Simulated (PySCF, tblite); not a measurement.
Isomers of C5H5N3, one GFN2-xTB conformer each. Single-point energies are computed at PBE0/pcSseg-1 (PySCF, gas phase, no added dispersion term), electronic only.

| SMILES | GFN2-xTB relative energy (kJ/mol) |
| --- | --- |
| C#Cc1cnnn1C | 0.0 |
| C#CCn1ccnn1 | 23.3 |

Conformers: `[CH:1]#[C:2][CH2:3][n:4]1[cH:5][cH:6][n:7][n:8]1` with C2–C3–N4–C5 -53°.

**Question.** What does PBE0/pcSseg-1 give for the same structures?

**Answer.** 
```tsv
SMILES	PBE0/pcSseg-1 E (Eh)	PBE0/pcSseg-1 (kJ/mol)	GFN2-xTB (kJ/mol)	point group
C#Cc1cnnn1C	-357.22956	0.0	0.0	–
C#CCn1ccnn1	-357.21724	32.4	23.3	C1
```

Both levels put the same isomer lowest. 

**Question.** Which frontier levels, dipoles and rotational constants go with these structures?

**Answer.** 
```json
{"SMILES": "C#Cc1cnnn1C", "HOMO (eV, PBE0/pcSseg-1)": "-7.29", "LUMO (eV)": "-1.09", "dipole (D)": "4.38", "A, B, C (MHz)": "3930, 1985, 1330"}
{"SMILES": "C#CCn1ccnn1", "HOMO (eV, PBE0/pcSseg-1)": "-7.68", "LUMO (eV)": "-0.22", "dipole (D)": "4.46", "A, B, C (MHz)": "6062, 1412, 1250"}
```

**Question.** What happens when harmonic zero-point energies from GFN2-xTB frequencies are added?

**Answer.** 
```
     SMILES  ZPE (kJ/mol)  electronic (kJ/mol)  with ZPE (kJ/mol)
C#Cc1cnnn1C         244.6                  0.0                0.0
C#CCn1ccnn1         245.7                 32.4               33.4
```

The zero-point energies span 1.1 kJ/mol. The order is unchanged.
